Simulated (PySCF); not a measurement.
**Electron correlation in Re (rhenium, neutral)**

[Xe] 4f14 5d5 6s2, high-spin 6S determinant. Calculation: PySCF 2.14, in def2-TZVPPD with the def2 core potential (60 electrons); a scalar-relativistic core potential. Frozen: 5s2 5p6; 7 electrons correlated.

```json
{"level": "CCSD", "correlation energy (mhartree)": "-132.57"}
{"level": "(T)", "correlation energy (mhartree)": "-5.50"}
{"level": "CCSD(T)", "correlation energy (mhartree)": "-138.07"}
```

Diagnostics: T1 = 0.023, D1 = 0.0832, largest double amplitude 0.051.

Cost of the coupled-cluster step: about 2.1 core-seconds, for 7 correlated electrons.
